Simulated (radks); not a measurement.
Results of a calculation; reference values are marked as such.
Problem. Sb3+, 48 electrons, occupied as [Kr] 4d10 5s1 4f1 (not the ground configuration). Code: a radial shooting solver on a logarithmic mesh with Libxc functionals. Model: Dirac Kohn-Sham, BLYP, spin-unpolarised, spherical densities, finite nucleus; open shells fill j = l - 1/2 first; Fermi nuclear charge, rms radius 4.6802 fm.

Spin-orbit splittings of the eigenvalues, e(l+1/2) - e(l-1/2), with zeta = 2 splitting/(2l+1) and mean radii in bohr:

shell  occ.  splitting (eV)  zeta (eV)  <r> j=l-1/2  <r> j=l+1/2
2p        6               ?          ?       0.1032       0.1087
3p        6           46.49      30.99       0.3208       0.3322
3d       10           9.665      3.866       0.3033       0.3069
4p        6           8.647      5.765       0.8309       0.8598
4d       10           1.271     0.5083        1.009        1.021
4f        1        0.009498   0.002714        3.349        3.355
5p        0           1.092     0.7277        2.267        2.336

Estimate the 2p splitting.

Solution. 252.0 eV (zeta = 168.0 eV).
